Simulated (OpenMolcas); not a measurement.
Mo4+ (d2) on a cation site of an ionic host was computed by CASSCF with the d shell active (OpenMolcas, ANO-RCC-VTZP on the metal). Its lowest spin-free states, and all those of the highest spin:

```csv
2S+1,Degeneracy,E (cm-1)
3,3,0.0
1,3,9601
1,2,9893
3,3,18065
1,1,21491
3,3,25681
1,3,26994
1,3,29451
3,1,38246
1,2,46710
1,1,57047
```

Q: Is the site octahedral, tetrahedral or cube-like, axial, or of lower symmetry?

A: The states with 2S+1 = 3 have orbital degeneracies 3, 3, 3, 1. Threefold states need a cubic site. For d2 at this spin an octahedron puts the threefold T1 below the threefold T2 and a tetrahedron or cube puts the single A2 below the threefold T2, so the site is octahedral. The run had Mo4+ with its 6 nearest bromide ions at 2.632 Å, on the Y site of Cs2NaYBr6 (a = 11.3047 Å, distance in the model lattice 2.765 Å). The rest of the host is ab initio model potentials to 7.6 Å, with orthogonalisation functions on the cations behind the ligands, and point charges beyond; the distance is set by hand and nothing relaxes, and no local charge compensation is placed. Ligand basis ANO-RCC-VDZP.

An orbital triplet at a regular site is open to Jahn-Teller coupling, which can distort the site and quench the lowest spin-orbit gaps and is left out. Without dynamic correlation the repulsion within the d shell is too large (B by tens of per cent), so at a given field states of lower spin stand too high. The least metal-like active orbital is 70 % on the metal (Löwdin) and no ligand orbital is active, so the numbers are rough. With metal d orbitals alone the field can be off either way by tens of per cent. Ligand-to-metal charge-transfer states are missing. With no ligand orbital active B as a rule stays too high, so bands that hang on it stand too high and its fall with covalency is understated. No measured value stands beside these numbers; the geometry was set by hand and not optimised.
